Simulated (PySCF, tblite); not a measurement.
Compound: C4H9AlFN.
Atom-mapped SMILES: `[CH2:1]=[C:2]([AlH:3][F:4])[N:5]([CH3:6])[CH3:7]` (hydrogens: H8, H9 on C1; H10 on Al3; H11, H12, H13 on C6; H14, H15, H16 on C7)

Jobs on this species (16 atoms, 62 electrons) with PySCF (density fitting) and tblite. Hardware of each: one thread of an AMD EPYC (shared host). Other jobs ran on the host; a repeat could differ by tens of per cent or more.

Question: Rank these jobs by wall time, shortest first.
A. PBE0/pcSseg-1; shieldings, charges and field gradients, density and orbital grids written; 171 basis functions
B. GFN2-xTB; Hessian by finite differences
C. GFN2-xTB; L-BFGS relaxation

Answer: B (1.1 s), C (2.0 s), A (67 s).

All jobs:

```tsv
level and settings	work	basis functions	SCF cycles	wall time
GFN2-xTB	Hessian by finite differences	–	–	1.1 s
GFN2-xTB	L-BFGS relaxation	–	–	2.0 s
PBE0/pcSseg-1	shieldings, charges and field gradients, density and orbital grids written	171	14	67 s
```

What do all jobs in the table cost together?

About 70 s; the longest takes about 96 % of that, and about 61 times as long as the shortest.
